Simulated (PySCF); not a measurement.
**Stretching Br₂⁺**

Set-up: PySCF, scalar-relativistic core potentials, basis sets Br cc-pVTZ-PP with ECP10. Energies in eV from Br⁺ + Br in their ground configurations at the same level. State: ²Πg (doublet), unpaired electrons π ↑.

All columns are PBE0.

```tsv
R (Å)	E (eV)	HOMO (eV)	LUMO (eV)	Mayer bond order	⟨S²⟩
1.890	-1.983	-14.47	-12.25	1.71	0.75
1.978	-2.886	-14.66	-12.46	1.67	0.75
2.066	-3.368	-14.83	-12.65	1.64	0.75
2.132	-3.532	-14.94	-12.77	1.62	0.75
2.198	-3.573	-15.03	-12.89	1.60	0.75
2.264	-3.522	-15.12	-12.99	1.59	0.75
2.352	-3.353	-15.22	-13.11	1.57	0.75
2.462	-3.038	-15.32	-13.23	1.55	0.75
2.594	-2.584	-15.41	-13.35	1.54	0.75
2.769	-1.945	-15.49	-13.46	1.53	0.75
```

Spin–orbit coupling is left out. The state was picked by a PBE0 search and need not be the measured ground state.
